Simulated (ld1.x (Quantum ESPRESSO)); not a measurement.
Ce, TM: configuration errors across variants

```json
{
  "Element": "Ce (Z = 58)",
  "Generator": "ld1.x (Quantum ESPRESSO) 7.5",
  "Type": "norm-conserving Troullier–Martins (Kleinman–Bylander form)",
  "Functional": "PBEsol",
  "Relativity": "fully relativistic",
  "Frozen core": "[Xe]",
  "Valence charge": "4",
  "Reference configuration": "4f1 5d1 6s1 6p0 (charge +1)",
  "Partial waves": "6s (bound): rc 2.70 bohr; 6p (bound, empty): rc 3.45 bohr; 4f (bound): rc 1.40 bohr; 5d (bound): rc 2.70 bohr",
  "Local potential": "the d channel",
  "Core correction": "a·sin(br)/r model core inside 1.00 bohr"
}
```

Open shells are filled in proportion to 2j + 1 (rel_dist='average').

All-electron excitation energies from the reference (eV): (1) 4f1 5d1 6s2 6p0 -6.103; (2) 4f1 5d1 6s0 6p0 11.036; (3) 4f1 5d0 6s0 6p0 30.162; (4) 4f0 5d2 6s1 6p0 5.145; (5) 4f0 5d1 6s2 6p0 6.323; (6) 4f1 5d2 6s1 6p0 -5.195.

Tests that are not counted but printed errors over 1 eV. “all radii but the core radius scaled by about 1.11 (s 3.00, p 3.84, d 3.00, f 1.56 bohr)”: 4f1 5d1 6s0 6p1 (solver errors, printed error -1.8 eV). “all radii but the core radius scaled by about 1.21 (s 3.26, p 4.16, d 3.26, f 1.68 bohr)”: 4f0 5d2 6s1 6p0 (solver errors, printed error -3.5 eV); 4f0 5d1 6s2 6p0 (solver errors, printed error -24.8 eV). “all radii but the core radius scaled by about 1.29 (s 3.48, p 4.44, d 3.48, f 1.80 bohr)”: 4f0 5d2 6s1 6p0 (solver errors, printed error -2.4 eV); 4f0 5d1 6s2 6p0 (solver errors, printed error -29.5 eV). “all radii but the core radius scaled by about 1.38 (s 3.72, p 4.74, d 3.72, f 1.92 bohr)”: 4f0 5d2 6s1 6p0 (solver errors, printed error -35.4 eV); 4f0 5d1 6s2 6p0 (solver errors, printed error -29.3 eV).

1 further variants failed, have other tests or too few solved ones, and are left out.

A true bound ghost makes a file unfit for plane-wave use even where its test errors are small: the radial tests pick states by their node count and pass the ghost by. Where a test does run into it, the solver fails or the error is huge.

Errors AE − PS in meV (a dash: test not solved or not reliable):

| change | (1) | (2) | (3) | (4) | (5) | (6) | bound ghosts |
| --- | --- | --- | --- | --- | --- | --- | --- |
| base | -15 | -26 | -372 | -1366 | -2101 | -67 | s, p3/2, p1/2 |
| all radii but the core radius scaled by about 0.96 (s 2.60, p 3.32, d 2.60, f 1.34 bohr) | -19 | -28 | -380 | -1472 | -2197 | -70 | s, p3/2, p1/2 |
| all radii but the core radius scaled by about 1.03 (s 2.78, p 3.56, d 2.78, f 1.44 bohr) | -11 | -24 | -364 | -1293 | -2034 | -64 | s, p3/2, p1/2 |
| all radii but the core radius scaled by about 1.11 (s 3.00, p 3.84, d 3.00, f 1.56 bohr) | -6.7 | -23 | -342 | -1099 | -1851 | -58 | s, p3/2, p1/2 |
| all radii but the core radius scaled by about 1.21 (s 3.26, p 4.16, d 3.26, f 1.68 bohr) | -5.3 | -22 | -318 | – | – | -56 | s, p3/2, p1/2 |
| all radii but the core radius scaled by about 1.29 (s 3.48, p 4.44, d 3.48, f 1.80 bohr) | -5.3 | -22 | -307 | – | – | -56 | s, p3/2, p1/2 |
| all radii but the core radius scaled by about 1.38 (s 3.72, p 4.74, d 3.72, f 1.92 bohr) | -5.9 | -23 | -293 | – | – | -56 | s, p3/2 |

Task: Give the same row for: all radii but the core radius scaled by about 0.87 (s 2.36, p 3.02, d 2.36, f 1.22 bohr).

Result: -46, -47, -412, –, –, -77; bound ghosts: s, p3/2, p1/2. Not counted: 4f0 5d2 6s1 6p0 (solver errors, printed error -4.6 eV); 4f0 5d1 6s2 6p0 (solver errors, printed error -30.9 eV).
